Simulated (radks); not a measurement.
The numbers below are computed, except where a source is named.
Spin polarisation of the 4f11 shell in the holmium ion Ho2+. Start: [Xe] 4f(up 5.5, down 5.5); electrons of 4f are moved from spin down to spin up, other shells keep equal spins. Level of theory: scalar-relativistic Kohn-Sham, PBEsol, spin-polarised, spherical densities, finite nucleus; Fermi nuclear charge, rms radius of each element as measured or else 0.836 A^(1/3) + 0.57 fm (a radial shooting solver on a logarithmic mesh with Libxc functionals).

| moment (Bohr magnetons) | E - E(0) (eV) | e(4f up) (eV) | e(4f down) (eV) | 5p down minus up (eV) |
|---|---|---|---|---|
| 0 | 0.000 | -17.308 | -17.308 | 0.000 |
| 0.75 | -0.104 | -17.578 | -17.024 | 0.228 |
| 1.5 | -0.416 | -17.832 | -16.725 | 0.457 |
| 2.25 | -0.935 | -18.071 | -16.411 | 0.686 |
| 3 | -1.661 | -18.294 | -16.081 | 0.916 |

At moment 3 the spin-polarisation energy is -1.661 eV and the 4f exchange splitting 2.213 eV, that is 0.738 eV per Bohr magneton; E = -I m^2/4 would give I = 0.738 eV.
